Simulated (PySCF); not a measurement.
H4N, SMILES [NH4+], charge +1.

Geometry optimised at r2SCAN-D4/def2-TZVPD. The isomer is the one that the SMILES or the coordinates give; other isomers of the formula were not compared.

Method: PySCF 2.14.0 with TDDFT-ωB97X/def2-TZVPD.

Vertical excitations; the highest root listed may be one member of a degenerate set. Isolated molecule, no solvent. State labels are in the subgroup D2.

```csv
state,symmetry,energy (eV),λ (nm),f,main pairs
S1,B2,15.38,81,0.174,HOMO−1→LUMO (degenerate set)
S2,B3,15.38,81,0.174,HOMO→LUMO (degenerate set)
S3,B1,15.38,81,0.174,HOMO−2→LUMO (degenerate set)
S4,B2,17.34,71,0.000,"HOMO→LUMO+1, HOMO−2→LUMO+3, HOMO→LUMO+4, HOMO−2→LUMO+6 (degenerate set)"
S5,B3,17.34,71,0.000,"HOMO−2→LUMO+2, HOMO−1→LUMO+1, HOMO−2→LUMO+5, HOMO−1→LUMO+4 (degenerate set)"
S6,B1,17.34,71,0.000,"HOMO→LUMO+2, HOMO−1→LUMO+3, HOMO→LUMO+5, HOMO−1→LUMO+6 (degenerate set)"
S7,A,17.56,71,0.000,"HOMO−2→LUMO+1, HOMO→LUMO+3, HOMO−1→LUMO+2 (degenerate set)"
S8,A,17.56,71,0.000,"HOMO→LUMO+3, HOMO−1→LUMO+2 (degenerate set)"
S9,B2,17.72,70,0.162,"HOMO−2→LUMO+3, HOMO→LUMO+1 (degenerate set)"
S10,B3,17.72,70,0.162,"HOMO−1→LUMO+1, HOMO−2→LUMO+2 (degenerate set)"
T1,B1,14.66,85,0,HOMO−2→LUMO (degenerate set)
T2,B3,14.66,85,0,HOMO→LUMO (degenerate set)
T3,B2,14.66,85,0,HOMO−1→LUMO (degenerate set)
T4,A,15.58,80,0,"HOMO→LUMO+3 26 %, HOMO−2→LUMO+1 26 %, HOMO−1→LUMO+2 26 %"
```
Triplets are in the Tamm–Dancoff approximation, which puts them higher than full response would, so one can lie above its singlet here.
